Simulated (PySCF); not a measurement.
## Shapes and spin states of MoO₂

Computed with PBE0 in PySCF with Mo def2-TZVP with ECP28, O def2-TZVP; scalar-relativistic core potentials, no spin–orbit coupling; density-fitted integrals.

Relaxations began from a few typed shapes and spin states; open shells are unrestricted. The search is not exhaustive: other isomers or separated fragments can lie lower, and high-lying points may rest on an excited occupation.

**Question.** Order these stationary points by electronic energy, lowest first, in kJ/mol from the lowest minimum.
A. triplet D∞h: Mo–O 1.748 Å (×2); O–Mo–O 180.0°
B. triplet Cs: Mo–O 1.811 Å, Mo–O 1.920 Å, O–O 1.401 Å; Mo–O–O 63.9°, Mo–O–O 72.1°, O–Mo–O 44.0°
C. broken-symmetry Ms = 0 (⟨S²⟩ 1.00) C∞v: Mo–O 1.695 Å, O–O 1.255 Å; Mo–O–O 180.0°
D. singlet (closed shell, unstable to spin polarisation) D∞h: Mo–O 1.745 Å (×2); O–Mo–O 180.0°
E. triplet C2v: Mo–O 1.683 Å (×2); O–Mo–O 114.5°
F. singlet (closed shell, unstable to spin polarisation) C2v: Mo–O 1.663 Å (×2); O–Mo–O 104.6°
G. broken-symmetry Ms = 0 (⟨S²⟩ 0.97) C2v: Mo–O 1.677 Å (×2); O–Mo–O 111.7°
H. triplet C2v: Mo–O 1.866 Å (×2), O–O 1.390 Å; Mo–O–O 68.1° (×2), O–Mo–O 43.7°

**Answer.** E (0.0), G (24.1), F (70.2), A (115.3), D (216.7), B (508.4), H (509.5), C (628.9).

**Question.** Which of them are minima?

**Answer.** By energy in kJ/mol, 0.0: minimum; 24.1: minimum; 70.2: minimum of the closed-shell surface only; 115.3: saddle point, 2 imaginary modes; 216.7: saddle point, 2 imaginary modes; 508.4: minimum; 509.5: saddle point, 1 imaginary mode; 628.9: minimum.

Formally Mo is in oxidation state +4, d2, with 2 unpaired electrons (the high-spin count). The Mulliken spin on Mo is 2.02. The polar-tensor charge on Mo, 1.53, is far below the formal one.

For the lowest minimum: open d and f shells are described by one determinant, and the ground state may have another occupation or spin.

The electron or spin density has lower symmetry than the nuclear frame for the broken-symmetry Ms = 0 (⟨S²⟩ 0.97) C2v at 24.1 kJ/mol, broken-symmetry Ms = 0 (⟨S²⟩ 1.00) C∞v at 628.9 kJ/mol.
